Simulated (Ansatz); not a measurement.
Compare A (`O[SiH2]OC[SiH3]`) with its isomer B (`C[Si](O)(O)[SiH3]`).

Program: Ansatz. Geometries: PBE0-D4/def2-TZVP. ΔE: electronic, gas phase. CBS: MP2 limit from def2 TZ/QZ plus the TZ coupled-cluster correction, frozen cores. DFT in def2-TZVPP. B3LYP here is the variant with VWN-RPA as its local correlation; programs differ in this. Each species was taken in one conformer, which may not be the lowest.

Problem. Which is lower in electronic energy at CCSD(T)/CBS, and by how much? (Best estimate.)

Solution. Ansatz gave: B, by 28.0 kcal/mol.

Problem. Give E(B) − E(A) in kcal/mol with B3LYP-D4, B3LYP, PBE0-D4, CCSD(T)/def2-TZVPP, CCSD/def2-TZVPP, r2SCAN-D4, B2PLYP. (Estimate.)

Solution. Computed: B3LYP-D4 -26.6, B3LYP -26.0, PBE0-D4 -29.9, CCSD(T)/def2-TZVPP -27.2, CCSD/def2-TZVPP -26.8, r2SCAN-D4 -29.3, B2PLYP -26.3. None reverses the order clearly.

Largest T1 diagnostic: 0.012.

In def2-TZVPP, CCSD(T) changes the Hartree–Fock value by −4.5 kcal/mol (the triples alone add −0.4 kcal/mol) and MP2 by −4.9 kcal/mol.
